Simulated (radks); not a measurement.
Results of a calculation; reference values are marked as such.
These are the eigenvalues of the occupied orbitals of an atom or ion with whole-number occupations (hartree). Code: a radial shooting solver on a logarithmic mesh with Libxc functionals. Model: scalar-relativistic Kohn-Sham, r2SCAN, spin-polarised, spherical densities, finite nucleus; meta-GGA in the generalised Kohn-Sham scheme; Fermi nuclear charge, rms radius of each element as measured or else 0.836 A^(1/3) + 0.57 fm.

1s: -199.8706
2s: -24.48524
2p: -20.72909
3s: -4.48144
3p: -3.44092
4s: -1.21245

Which element is it, and in what charge state? The configuration may be excited. Open shells, if any, are filled with parallel spins first.

Answer. Z = 23, vanadium, charge +3: V3+ in [Ar] 4s2. The list shows which subshells hold electrons but not how many an open one holds; the 1s level, -199.87 hartree, gives Z - s = 20.0 by -(Z - s)^2/2, which with screening and relativity narrows Z to a few neighbours, and the depths of the outer levels then fix element, charge and occupations together.
